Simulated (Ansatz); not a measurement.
N-butylpyridinium bromide (C9H14BrN). The state is a singlet with charge 0. Geometry r2SCAN-D4/def2-SVP; atoms count from 1.

| atom | x (Å) | y (Å) | z (Å) |
| --- | --- | --- | --- |
| C1 | 2.207 | -0.288 | -3.144 |
| C2 | 1.755 | -1.023 | -1.888 |
| C3 | 0.684 | -0.256 | -1.115 |
| C4 | 0.231 | -1.018 | 0.126 |
| N5 | -0.705 | -0.257 | 0.966 |
| C6 | -0.258 | 0.291 | 2.144 |
| C7 | -1.215 | 0.936 | 2.979 |
| C8 | -2.478 | 1.199 | 2.511 |
| C9 | -2.841 | 0.782 | 1.201 |
| C10 | -1.937 | 0.062 | 0.465 |
| H11 | 1.367 | -0.132 | -3.840 |
| H12 | 2.986 | -0.850 | -3.682 |
| H13 | 2.619 | 0.702 | -2.894 |
| H14 | 1.376 | -2.028 | -2.156 |
| H15 | 2.623 | -1.192 | -1.225 |
| H16 | -0.183 | -0.065 | -1.774 |
| H17 | 1.069 | 0.726 | -0.792 |
| H18 | -0.253 | -1.973 | -0.146 |
| H19 | 1.101 | -1.254 | 0.757 |
| H20 | 0.624 | -0.181 | 2.571 |
| H21 | -0.884 | 1.262 | 3.967 |
| H22 | -3.202 | 1.725 | 3.139 |
| H23 | -3.825 | 0.999 | 0.783 |
| H24 | -2.155 | -0.324 | -0.532 |
| Br25 | 1.292 | 2.158 | 1.580 |

(1) Estimate the Mulliken populations from the PBE0/def2-TZVP orbitals of Ansatz.

(2) And the Mayer bond orders between heavy atoms (over 0.3)?

Results:

(1) 
| atom | charge (e) |
| --- | --- |
| C1 | -0.37 |
| C2 | -0.18 |
| C3 | -0.24 |
| C4 | -0.17 |
| N5 | 0.12 |
| C6 | -0.08 |
| C7 | -0.06 |
| C8 | -0.13 |
| C9 | -0.13 |
| C10 | -0.08 |
| H11 | 0.11 |
| H12 | 0.13 |
| H13 | 0.14 |
| H14 | 0.09 |
| H15 | 0.11 |
| H16 | 0.09 |
| H17 | 0.16 |
| H18 | 0.14 |
| H19 | 0.13 |
| H20 | 0.18 |
| H21 | 0.15 |
| H22 | 0.14 |
| H23 | 0.14 |
| H24 | 0.15 |
| Br25 | -0.55 |
Mulliken values depend strongly on the basis.

(2) C1–C2 1.01 (1.52 Å); C2–C3 1.00 (1.53 Å); C3–C4 1.01 (1.53 Å); C4–N5 0.89 (1.47 Å); N5–C6 1.24 (1.37 Å); N5–C10 1.21 (1.37 Å); C6–C7 1.25 (1.42 Å); C6–Br25 0.51 (2.49 Å); C7–C8 1.63 (1.37 Å); C8–C9 1.26 (1.42 Å); C9–C10 1.62 (1.37 Å).
